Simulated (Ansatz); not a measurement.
The first iterations of a band of C$_{2}$H$_{7}$AlBN (12 atoms, charge 0, multiplicity 1).

Theory: RKS B3LYP-D4/STO-3G (Ansatz 0.2.0).

```
movable images  : 5
climbing image  : yes
spring          : 5.0 eV/Å²
optimiser       : quadratic models (default)
start path      : through a guess of the saddle point
force threshold : 0.05 eV/Å
iteration limit : 60
end points      : relaxed
```

Image 0:

```xyz
12
Properties=species:S:1:pos:R:3
B -0.842 1.308 0.759
N 0.419 0.778 0.885
C 0.982 -0.099 -0.205
C 0.175 -1.500 -0.218
Al -0.398 -0.242 -1.468
H -1.429 1.875 1.594
H -1.356 1.138 -0.320
H 0.945 0.809 1.792
H 2.081 -0.134 -0.164
H -0.282 -1.781 0.739
H 0.807 -2.322 -0.583
H -1.024 0.116 -2.775
```

Image 6:

```xyz
12
Properties=species:S:1:pos:R:3
B 0.065 1.949 0.879
N 0.312 0.380 0.750
C 0.109 -0.391 -0.298
C 0.133 -1.949 -0.438
Al -0.708 -1.004 -1.838
H -0.727 2.062 1.748
H -0.323 2.320 -0.165
H 0.665 -0.123 1.620
H 1.107 2.403 1.194
H -0.299 -2.518 0.399
H 1.140 -2.340 -0.663
H -1.396 -0.844 -3.153
```

| iteration | highest image above the first end (eV) | largest band force component (eV/Å) |
| --- | --- | --- |
| 1 | 8.343 | 8.923 |
| 2 | 4.838 | 3.638 |
| 3 | 3.028 | 1.730 |
| 4 | 2.555 | 1.372 |
| 5 | 2.459 | 1.345 |
| 6 | 2.459 | 0.751 |
| 7 | 2.391 | 0.532 |
| 8 | 2.193 | 0.688 |
| 9 | 2.049 | 0.553 |
| 10 | 1.942 | 0.433 |
| 11 | 1.945 | 0.783 |
| 12 | 1.969 | 0.815 |

Problem. Does the band converge within its limit, and where does its top end?

Solution. The run converged. It ended after 36 iterations with the highest image 2.807 eV above the first end. Neighbouring images differ by up to 2.1 eV, so the band resolves the path poorly. A vibrational analysis at the climbing image gives one clearly imaginary mode, 558i cm⁻¹: a first-order saddle point. The orbitals stay closed-shell, which can raise the energy where a bond breaks towards radicals; this wasn't checked here. Limits of this set-up: minimal basis.

Run time: 7 min on 1 thread of Arm Neoverse V1, with other jobs on the host, peak memory 0.1 GiB.
